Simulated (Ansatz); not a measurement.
## Telling isomers of C2H3Be apart by their spectra

These gas-phase data were calculated for one isomer of C2H3Be at r2SCAN-D4/def2-SVP (harmonic, unscaled wavenumbers; equilibrium rotational constants with average atomic masses):

| Quantity | Value |
| --- | --- |
| rotational constants | 60.2, 12, 10.01 GHz |
| all wavenumbers above 1500 cm⁻¹ | 3176, 3096, 3083, 1622 |
| dipole moment | 0.50 D (PBE0/def2-TZVPD) |

Candidates:

(1) `[Be][CH]=C`, a doublet
(2) `[BeH][C]=C`, a doublet

**Question.** Which structure fits?

**Answer.** Candidate (1). 3 modes lie between 2750 and 3290 cm⁻¹, one for each C–H bond, while (2) has 2.

The same quantities for all candidates:

```tsv
	rotational constants (GHz)	wavenumbers above 1500 cm⁻¹	dipole (D)	E above the lowest, r2SCAN-D4/def2-SVP (kcal/mol)
(1)	60.2, 12, 10.01	3176, 3096, 3083, 1622	0.50	0.0
(2)	289, 8.323, 8.09	3112, 3042, 2191, 1758	1.49	0.5
```

Harmonic stretches to hydrogen usually lie a few per cent above observed fundamentals. Open shells are spin-unrestricted. Programs: Ansatz 0.2.0.
